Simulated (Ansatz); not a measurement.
Start from `[OH][Zr]([F])([F])[F]` and change one atom or group to get `[CH3][Zr]([F])([F])[F]`.

Ansatz, PBE0-D4/def2-TZVP geometries, multiplicity 1. Each molecule was computed in one conformer, which needn't be the lowest.

Elements past krypton have def2 core potentials.

```tsv
property	`[OH][Zr]([F])([F])[F]`
LUMO energy (ωB97M-V/def2-TZVPP) / eV	0.35
HOMO energy (ωB97M-V/def2-TZVPP) / eV	-12.74
HOMO energy (PBE/def2-TZVPP) / eV	-8.49
LUMO energy (B3LYP/def2-TZVPP) / eV	-0.89
HOMO–LUMO gap (PBE0/def2-TZVPP) / eV	9.66
size of the dipole moment (ωB97M-V/def2-TZVPP) / D	2.64
```

(1) Give the same properties after the change, and the shifts. (Best estimate.)

Answers

(1) Ansatz gave: 
```
                                          property  `[CH3][Zr]([F])([F])[F]`  shift
             LUMO energy (ωB97M-V/def2-TZVPP) / eV                      0.46   0.11
             HOMO energy (ωB97M-V/def2-TZVPP) / eV                    -10.63   2.11
                 HOMO energy (PBE/def2-TZVPP) / eV                     -7.00   1.49
               LUMO energy (B3LYP/def2-TZVPP) / eV                     -1.48  -0.59
              HOMO–LUMO gap (PBE0/def2-TZVPP) / eV                      7.18  -2.48
size of the dipole moment (ωB97M-V/def2-TZVPP) / D                      0.95  -1.69
```

With PBE0 the HOMO rises by 1.88 eV and the LUMO falls by 0.61 eV, so the gap narrows by about 2.49 eV. PBE moves the HOMO by 1.49 eV and ωB97M-V by 2.11 eV. The zero-point energy changes by 57.4 kJ/mol with +6 modes. Dipoles are sizes alone; their direction can turn.

B3LYP here is the variant with VWN-RPA as its local correlation; programs differ in this.
